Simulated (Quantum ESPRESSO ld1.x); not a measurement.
Q: Species: the holmium ion Ho8+. Configuration: [Xe] 4f3 6s2 (not the ground configuration). Calculated with ld1.x of Quantum ESPRESSO 7.5: Dirac Kohn-Sham, PW91, spin-unpolarised, spherical densities, point nucleus; open shells are shared between the two j in proportion to 2j + 1.

Spin-orbit splittings of the eigenvalues, e(l+1/2) - e(l-1/2), with zeta = 2 splitting/(2l+1) and mean radii in bohr:

| shell | occ. | splitting (eV) | zeta (eV) | <r> j=l-1/2 | <r> j=l+1/2 |
|---|---|---|---|---|---|
| 2p | 6 | 856.4 | 570.9 | 0.07293 | 0.08010 |
| 3p | 6 | 178.8 | 119.2 | 0.2192 | 0.2327 |
| 3d | 10 | 38.95 | 15.58 | 0.2055 | 0.2097 |
| 4p | 6 | 42.81 | 28.54 | 0.5155 | 0.5431 |
| 4d | 10 | 8.172 | 3.269 | 0.5598 | 0.5687 |
| 4f | 3 | 1.565 | 0.4471 | 0.6035 | 0.6078 |
| 5p | 6 | 9.614 | 6.409 | 1.142 | 1.197 |
| 5d | 0 | ? | ? | 1.366 | 1.383 |
| 6p | 0 | 2.941 | 1.961 | 2.220 | 2.302 |

Estimate the 5d splitting.

A: 1.580 eV (zeta = 0.6318 eV).
